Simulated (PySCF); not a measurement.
CH3GeNO, SMILES [GeH3][N]=C=O. Heavy atoms are numbered as in [GeH3:1][N:2]=[C:3]=[O:4]. Hydrogens are named by the atom that carries them.

Geometry: B3LYP-D3(BJ)/def2-SVP.

Computed with HF/pcSseg-1 run with PySCF.

GIAO shieldings, no solvent; atoms alike by connectivity are averaged. δ = σ(ref) − σ: ⁷³Ge against GeH4 (σ = 1776.1 ppm); ¹⁵N against NH3 (σ = 267.3 ppm); ¹³C against TMS (σ = 192.6 ppm); ¹⁷O against H2O (σ = 333.0 ppm); ¹H against TMS (σ = 31.99 ppm), references at their B3LYP-D3(BJ)/def2-TZVP geometries, non-relativistic.

```csv
nucleus,atoms,count,δ (ppm)
⁷³Ge,Ge1 (GeH3),1,124.1
¹⁵N,N2,1,17.5
¹³C,C3,1,141.0
¹⁷O,O4,1,118.4
¹H,H on Ge1,3,5.00
```
